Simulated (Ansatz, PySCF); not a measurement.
Pair of molecules: CH3F (SMILES CF) (first 5 atoms) with H4OSi (SMILES O[SiH3]); geometry from B3LYP-D3(BJ)/def2-TZVP, rigid monomers moved along the line of their centres of mass till F2···H8 is 2.20 Å.
(charge 0, multiplicity 1):
```json
[
 {"atom": "C", "x (Å)": "-0.5259", "y (Å)": "-0.4380", "z (Å)": "-0.3576"},
 {"atom": "F", "x (Å)": "0.6257", "y (Å)": "0.2779", "z (Å)": "0.0052"},
 {"atom": "H", "x (Å)": "-1.3962", "y (Å)": "0.1694", "z (Å)": "-0.1141"},
 {"atom": "H", "x (Å)": "-0.4757", "y (Å)": "-0.6335", "z (Å)": "-1.4274"},
 {"atom": "H", "x (Å)": "-0.5401", "y (Å)": "-1.3695", "z (Å)": "0.2064"},
 {"atom": "O", "x (Å)": "0.0420", "y (Å)": "0.8815", "z (Å)": "3.0003"},
 {"atom": "Si", "x (Å)": "0.3983", "y (Å)": "-0.3981", "z (Å)": "3.9733"},
 {"atom": "H", "x (Å)": "0.4065", "y (Å)": "0.8759", "z (Å)": "2.1062"},
 {"atom": "H", "x (Å)": "-0.0122", "y (Å)": "-1.6848", "z (Å)": "3.3502"},
 {"atom": "H", "x (Å)": "-0.3591", "y (Å)": "-0.1972", "z (Å)": "5.2255"},
 {"atom": "H", "x (Å)": "1.8483", "y (Å)": "-0.4888", "z (Å)": "4.2769"}
]
```

Counterpoise-corrected where a basis set is named; no monomer relaxation. Rows marked so take none.

Rows in 6-31G* carry no dispersion term and start afresh at each structure (6-31G* with six Cartesian d functions).

The values were computed with Ansatz (Gaussian basis) for Hartree–Fock, density functionals and correlated methods; PySCF for 6-31G* rows, the dispersion terms. Each number belongs to the level named beside it.

### Question
What interaction energy does r2SCAN-D4/def2-TZVPPD give?

### Answer
-4.1 kcal/mol

Ansatz is an electronic-structure program.
